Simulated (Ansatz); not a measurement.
Cu₈Te₄⁻. The state is a doublet with charge -1. Geometry PBE-D4/def2-SVP, basis def2-TZVP, Ansatz.

Cartesian coordinates in Å:
```
Cu -0.642 1.228 -2.200
Cu 1.740 0.436 -1.877
Cu -0.188 -0.979 -1.022
Cu 1.412 0.628 0.486
Cu 0.665 -1.608 1.294
Cu -0.829 1.375 0.181
Cu -0.139 0.529 2.348
Cu -1.770 -0.795 0.966
Te -2.625 -0.148 -1.381
Te 2.269 -1.775 -0.722
Te 1.111 2.819 -1.307
Te -1.005 -1.711 3.233
```

```
run  HOMO (eV)  LUMO (eV)
  A      -1.15      -0.64
  B      -0.79      -0.55
  C      -0.98      -0.69
  D      -1.79      -0.13
```

In the def2 sets Te takes a core potential; there is no spin–orbit coupling. Single mean-field runs in def2-TZVP are fitted with def2-universal-jkfit. Another isomer (doublet) lies 0.31 eV lower at PBE0-D4/def2-TZVP; other spin states weren't run for this one.

HOMO and LUMO are taken over both spins.

Q: The runs used BLYP, PBE, PBE0, r2SCAN. Estimate which is which.

A: A r2SCAN (0 % exact exchange); B BLYP (0 % exact exchange); C PBE (0 % exact exchange); D PBE0 (25 % exact exchange). Exact exchange lowers occupied and raises empty levels; among semilocal functionals meta-GGAs tend to open the gap a little, and such runs are hard to tell apart. The gap grows from 0.24 eV (BLYP) to 1.66 eV (PBE0).
